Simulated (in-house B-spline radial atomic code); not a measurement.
## Two electrons outside the [He] 2s2 core: the silicon ion Si⁸⁺

Computed with an all-electron radial atomic-structure program (B-spline basis): configuration interaction (CI) of the two valence electrons in the field of the frozen Dirac-Fock core, alone and with many-body perturbation theory for the core (screened one- and two-electron correlation potentials), Breit and QED terms; no-pair Dirac Hamiltonian, finite nucleus. Labels give the configuration (outer n counted up each series) and the leading LS term, or the jj pair where no LS term holds 70 %.

The outer s² shell of this core is soft: its mixing with p² is only treated to second order, so levels can be several per cent off.

Command:
```bash
python run_mb.py task.json out
```
Settings (nuclear radius in fm, box in bohr, cutoff in hartree):
```
basis_form          3
Z                   14
core_configuration  [He] 2s2
rms_radius          3.1224
mass_number         28
speed_of_light      137.036
box_radius          9.0
lmax                6
intervals           63
virtual_cutoff      392.0
```

Cost of the run: 30 s on 1 thread of Intel(R) Xeon(R) 6975P-C, with other jobs on the host.

Excitation energies (cm⁻¹):

| level | purity of the LS term | CI alone | CI + MBPT + Breit + QED | Landé g of the LS mixture |
| --- | --- | --- | --- | --- |
| 2p2 3P0 | 0.997 | 0 | 0 | - |
| 2p2 3P1 | 1.0 | ? | ? | ? |
| 2p2 3P2 | 0.995 | 7046 | 6416 | 1.50 |
| 2p2 1D2 | 0.995 | 53489 | 52392 | 1.00 |
| 2p2 1S0 | 0.997 | ? | ? | ? |

Q: Where does 2p2 1S0 lie?

A: 123159 cm⁻¹ in CI alone and 116362 cm⁻¹ with all corrections.

Q: Where does 2p2 3P1 lie?

A: 2657 cm⁻¹ in CI alone and 2526 cm⁻¹ with all corrections; g = 1.50.

Q: What is the first ionisation energy?

A: 351.65 eV to the 2p1/2 state of the next ion (349.81 eV from CI alone). NIST lists 351.28 ± 0.06 eV (semi-empirical).
